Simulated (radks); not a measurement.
Values are calculated unless marked as measured or tabulated.
Q: These are the eigenvalues of the occupied orbitals of an atom or ion with whole-number occupations (eV). Level of theory: non-relativistic Kohn-Sham, TPSS, spin-polarised, spherical densities, point nucleus; meta-GGA in the generalised Kohn-Sham scheme (a radial shooting solver on a logarithmic mesh with Libxc functionals).

| orbital | eigenvalue |
|---|---|
| 1s up | -77368.18 |
| 1s down | -77368.13 |
| 2s up | -16334.38 |
| 2s down | -16321.07 |
| 2p up | -15896.77 |
| 2p down | -15886.93 |
| 3s up | -6459.105 |
| 3s down | -6447.072 |
| 3p up | -6280.694 |
| 3p down | -6266.771 |
| 3d up | -5991.749 |

Which element is it, and in what charge state? The configuration may be excited. Open shells, if any, are filled with parallel spins first.

A: Z = 79, gold, charge +59: Au59+ in [Ar] 3d2. The list shows which subshells hold electrons but not how many an open one holds; the 1s level, -2843.2 hartree, gives Z - s = 75.4 by -(Z - s)^2/2, which with screening narrows Z to a few neighbours, and the depths of the outer levels then fix element, charge and occupations together.
